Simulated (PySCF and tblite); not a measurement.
Results of a calculation; reference values are marked as such.
**Barrier and rate of a rotation**

System: C₄H₁₅BN₂Si₂, numbered as in [SiH3:1][N:2]([SiH3:3])[BH:4][NH:5][CH:6]1[CH2:7][CH2:8][CH2:9]1.

Motion: rotation about the B4–N5 bond (torsion N2–B4–N5–C6 from -180° to -8°, rising). The path came from a restrained scan, a climbing-image band and a saddle search at GFN2-xTB; energies are PBE/pcSseg-1 + D3(BJ)//GFN2-xTB, thermal terms GFN2-xTB. Rates follow Eyring's equation with the number of equivalent paths and no tunnelling. Run with tblite and PySCF.

| point | symmetry | E(GFN2) kcal/mol | E(DFT) kcal/mol | ZPE change kcal/mol | lowest mode cm⁻¹ | dipole D |
| --- | --- | --- | --- | --- | --- | --- |
| start | Cs | 0.0 | 0.0 | 0.00 | 24 | 1.37 |
| saddle | C1 | 13.8 | 15.3 | -0.30 | 94i | 1.53 |
| end | C1 | 2.6 | 3.1 | 0.17 | 29 | 1.83 |

- Electronic barrier: 15.3 kcal/mol
- Barrier with zero-point energy: 15.0 kcal/mol
- ΔH‡ (298 K): 14.4 kcal/mol
- ΔS‡ (298 K, symmetry apart): -4.9 cal/(mol K)
- Paths: 2 equivalent paths
- End point: a different minimum
- Mean lifetime of the start against this motion at 298 K: 36 ms
- Cost: 7.7 min on 1 thread of Arm Neoverse N1 (shared host) (rough), peak memory 0.93 GiB, launched as `OMP_NUM_THREADS=1 python ens_run.py task.json out`

```json
{"T/K": "150", "ΔG‡ kcal/mol": "15.3", "k s⁻¹": "2.7×10⁻¹⁰", "ΔG kcal/mol": "3.4", "k back s⁻¹": "1.2×10⁻⁵"}
{"T/K": "200", "ΔG‡ kcal/mol": "15.5", "k s⁻¹": "9.2×10⁻⁵", "ΔG kcal/mol": "3.5", "k back s⁻¹": "0.27"}
{"T/K": "250", "ΔG‡ kcal/mol": "15.7", "k s⁻¹": "0.2", "ΔG kcal/mol": "3.5", "k back s⁻¹": "113"}
{"T/K": "298", "ΔG‡ kcal/mol": "15.9", "k s⁻¹": "28", "ΔG kcal/mol": "3.6", "k back s⁻¹": "5670"}
{"T/K": "350", "ΔG‡ kcal/mol": "16.1", "k s⁻¹": "1290", "ΔG kcal/mol": "3.6", "k back s⁻¹": "1.2×10⁵"}
{"T/K": "400", "ΔG‡ kcal/mol": "16.3", "k s⁻¹": "2×10⁴", "ΔG kcal/mol": "3.7", "k back s⁻¹": "1×10⁶"}
{"T/K": "500", "ΔG‡ kcal/mol": "16.8", "k s⁻¹": "1×10⁶", "ΔG kcal/mol": "3.8", "k back s⁻¹": "2.2×10⁷"}
```

ΔG and ΔG‡ leave out symmetry numbers and mirror images; rates count paths: 2 out, 1 back.
